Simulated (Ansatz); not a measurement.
Geometry optimisation, RHF/def2-SVP in Ansatz 0.2.0.

Input file:

```yaml
crystal:
  periodic: [false, false, false]
  atoms:
    - { symbol: C, position_ang: [0.0887, -2.2203, 0.4527] }
    - { symbol: B, position_ang: [-0.0238, -0.6946, 1.0073] }
    - { symbol: C, position_ang: [-0.6324, 0.5035, 0.1072] }
    - { symbol: Sn, position_ang: [0.7685, 0.8421, -1.5661] }
    - { symbol: C, position_ang: [-0.6819, 1.757, 0.9166] }
    - { symbol: S, position_ang: [0.3808, 2.74215, 0.82531] }
    - { symbol: H, position_ang: [-0.5341, -2.8399, 1.0963] }
    - { symbol: H, position_ang: [-0.3274, -2.1941, -0.5978] }
    - { symbol: H, position_ang: [1.0979, -2.5051, 0.4739] }
    - { symbol: H, position_ang: [0.3502, -0.4886, 2.1372] }
    - { symbol: H, position_ang: [-1.6121, 0.1967, -0.2318] }
    - { symbol: H, position_ang: [2.3078, 1.2703, -0.9656] }
    - { symbol: H, position_ang: [0.0003, 2.1618, -2.5516] }
    - { symbol: H, position_ang: [0.7655, -0.6204, -2.5004] }
    - { symbol: H, position_ang: [-1.40599, 1.86684, 1.72684] }
basis:
  gaussian: { orbitals: def2-SVP }
hamiltonian:
  xc: hf
relax:
  f_tol: 0.015
  max_steps: 40
```

Command:

```bash
$ ansatz run input.yaml --threads 2 --pin off --max-ram 3072MiB --backend cpu --events-out ev --progress --plain --runs-dir out
```

Task: Where does it end, and by what steps?

Result: The run converged. The force dipped under the threshold on the way, but the program's further checks kept it going. After 23 steps the energy has fallen by 1.542 eV; H15 moved furthest, 0.86 Å. The start is strongly strained (largest force component 9 eV/Å).

```json
{"step": "0", "energy less start (eV)": "0.0000", "largest force component (eV/Å)": "8.922", "accepted": "yes"}
{"step": "1", "energy less start (eV)": "-1.1357", "largest force component (eV/Å)": "3.006", "accepted": "yes"}
{"step": "2", "energy less start (eV)": "-1.1923", "largest force component (eV/Å)": "2.311", "accepted": "yes"}
{"step": "3", "energy less start (eV)": "-1.3703", "largest force component (eV/Å)": "1.144", "accepted": "yes"}
{"step": "4", "energy less start (eV)": "-1.4533", "largest force component (eV/Å)": "0.491", "accepted": "yes"}
{"step": "5", "energy less start (eV)": "-1.4531", "largest force component (eV/Å)": "0.878", "accepted": "no"}
{"step": "6", "energy less start (eV)": "-1.4840", "largest force component (eV/Å)": "0.208", "accepted": "yes"}
{"step": "7", "energy less start (eV)": "-1.4978", "largest force component (eV/Å)": "0.146", "accepted": "yes"}
{"step": "8", "energy less start (eV)": "-1.5164", "largest force component (eV/Å)": "0.158", "accepted": "yes"}
{"step": "9", "energy less start (eV)": "-1.5149", "largest force component (eV/Å)": "0.613", "accepted": "no"}
{"step": "10", "energy less start (eV)": "-1.5276", "largest force component (eV/Å)": "0.092", "accepted": "yes"}
{"step": "11", "energy less start (eV)": "-1.5302", "largest force component (eV/Å)": "0.148", "accepted": "yes"}
{"step": "12", "energy less start (eV)": "-1.5349", "largest force component (eV/Å)": "0.145", "accepted": "yes"}
{"step": "13", "energy less start (eV)": "-1.5343", "largest force component (eV/Å)": "0.297", "accepted": "no"}
{"step": "14", "energy less start (eV)": "-1.5390", "largest force component (eV/Å)": "0.088", "accepted": "yes"}
{"step": "15", "energy less start (eV)": "-1.5344", "largest force component (eV/Å)": "0.197", "accepted": "no"}
{"step": "16", "energy less start (eV)": "-1.5409", "largest force component (eV/Å)": "0.034", "accepted": "yes"}
{"step": "17", "energy less start (eV)": "-1.5404", "largest force component (eV/Å)": "0.113", "accepted": "no"}
{"step": "18", "energy less start (eV)": "-1.5415", "largest force component (eV/Å)": "0.010", "accepted": "yes"}
{"step": "19", "energy less start (eV)": "-1.5418", "largest force component (eV/Å)": "0.012", "accepted": "yes"}
{"step": "20", "energy less start (eV)": "-1.5417", "largest force component (eV/Å)": "0.045", "accepted": "no"}
{"step": "21", "energy less start (eV)": "-1.5419", "largest force component (eV/Å)": "0.007", "accepted": "yes"}
{"step": "22", "energy less start (eV)": "-1.5418", "largest force component (eV/Å)": "0.018", "accepted": "no"}
{"step": "23", "energy less start (eV)": "-1.5419", "largest force component (eV/Å)": "0.004", "accepted": "yes"}
```

```xyz
15
Properties=species:S:1:pos:R:3
C 0.091 -2.175 0.536
B 0.188 -0.646 0.931
C -0.607 0.467 0.162
Sn 0.746 0.847 -1.581
C -0.870 1.739 0.873
S 0.212 2.810 1.415
H -0.396 -2.698 1.369
H -0.479 -2.387 -0.370
H 1.083 -2.626 0.446
H 0.899 -0.325 1.844
H -1.517 0.068 -0.291
H 2.382 0.712 -1.131
H 0.367 2.396 -2.173
H 0.369 -0.352 -2.744
H -1.926 1.947 1.044
```

Run time: 110 s on 2 threads of Arm Neoverse V1, on a shared host, peak memory 0.45 GiB.
